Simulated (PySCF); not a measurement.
Relaxation of triplet H2RuS

Computed with PySCF, UPBE0, basis Ru def2-TZVP with ECP28, S def2-TZVP, H def2-TZVP (scalar-relativistic core potentials, no spin–orbit coupling, density fitting). A (50,194) grid was used.

A hand-made T-shaped (ligand arrangement 2) start, of C2v symmetry, held to at least that symmetry:

```xyz
4
charge 0 multiplicity 3, angstrom
Ru    0.0000    0.0000   -0.4902
S     0.0000    0.0000    1.5898
H     1.5690    0.0000   -0.4354
H    -1.5690    0.0000   -0.4354
```

Optimiser trace:
```tsv
step	E − E(last) (kJ/mol)	largest gradient (Eh/bohr)
0	137.89	0.08404
1	76.39	0.04982
2	45.75	0.05786
3	31.20	0.02229
4	20.19	0.01900
5	3.36	0.02189
6	0.54	0.01088
7	0.06	0.00395
8	0.01	0.00111
9	0.00	0.00008
```

It ends at C2v with Ru–H 1.607 Å (×2), Ru–S 2.021 Å; H–Ru–H 133.7°, H–Ru–S 113.2° (×2). A frequency run shows a minimum. Other isomers or separated fragments may lie lower.

Final geometry:
```xyz
4
charge 0 multiplicity 3, angstrom
Ru    0.0000    0.0000   -0.4660
S     0.0000    0.0000    1.5548
H     1.4772    0.0000   -1.0983
H    -1.4772    0.0000   -1.0983
```

With open d or f shells other occupations or spin states may lie lower.

The relaxation took of the order of 90 core-seconds on a shared host.
